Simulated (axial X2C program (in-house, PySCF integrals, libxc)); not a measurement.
# ZrCl: from the spin-free to the two-component result

All values were computed with an axial X2C code built on PySCF integrals. Spin-free means the one-electron spin-free X2C Hamiltonian; two-component (2c) means X2C with spin–orbit coupling and atomic mean-field two-electron Coulomb and Gaunt terms, so the difference of the two also holds small scalar two-electron terms. Basis: Zr dyall-cv3z [11s12p9d6f3g], Cl dyall-av3z [9s8p3d2f] (cores contracted in-house); Gaussian nuclei, density fitting, unrestricted open shells. Masses: Zr 89.905 u, Cl 34.969 u.

Spin-free state: M_S = 3/2, Λ = 0 (beyond evenly filled blocks: σα, δ+α, δ-α); fragments Zr + Cl.

| level | Re (Å) | ωe (cm⁻¹) | De (eV) | μ (D) |
| --- | --- | --- | --- | --- |
| PBE0 | 2.328 | 388.2 | 5.010 | -4.02 |
| HF | 2.411 | 359.9 | n/a | -4.65 |
| MP2 | 2.367 | 373.6 | 4.657 | n/a |

Correlated methods: 11 electrons correlated (number of frozen shells: Zr 4 s, 3 p, 1 d; Cl 2 s, 1 p), 307 virtual spin orbitals or spinors in MP2.

Dipoles are positive if Cl is the positive end.

Two-component determinant lowest at the distance of the search:

Ω = 3/2 (⟨Sz⟩ = 1.50, ⟨Lz⟩ = 0.00 at HF); fragments Zr + Cl.

```tsv
level	Re (Å)	ωe (cm⁻¹)	μ (D)
PBE0	2.328	388.1	-4.02
HF	2.411	359.8	-4.66
MP2	2.367	373.4	n/a
```

Question: From the two tables, how do the constants change at the MP2 level (2c against spin-free)?

Answer: At the MP2 level Re is unchanged within 0.001 Å and ωe doesn't move by more than 0.2 cm⁻¹.

Occupations by symmetry block were frozen at the best pattern of an incomplete PBE0 search. De is counted from the lowest determinant-based energies of the atoms at the same level, without counterpoise correction. De is not given where an atomic determinant may have missed its ground term or J level, or where the truncated virtual space spoils (T). Density functionals use the spin component along the axis (collinear). PBE0 can misorder states that lie within some tenths of an eV, so this need not be the ground state of the molecule. The nearest other spin-free determinant of the search, M_S = 3/2, Λ = 3, lies 0.19 eV up at the distance of the search. The functionals have no current-density term, which raises determinants with orbital currents, atoms included. With several unpaired electrons one determinant need not be a pure state. The outer-core s and p shells of the metal are frozen in the correlated rows, which leaves out core–valence correlation; for alkali and alkaline-earth bonds that tends to lengthen them. This is the top spin component of a Σ state; components of lower Ω are not single determinants and can lie lower. With the outer-core shells frozen, correlated bond lengths of heavy atoms tend to come out a few hundredths of an ångström too long.
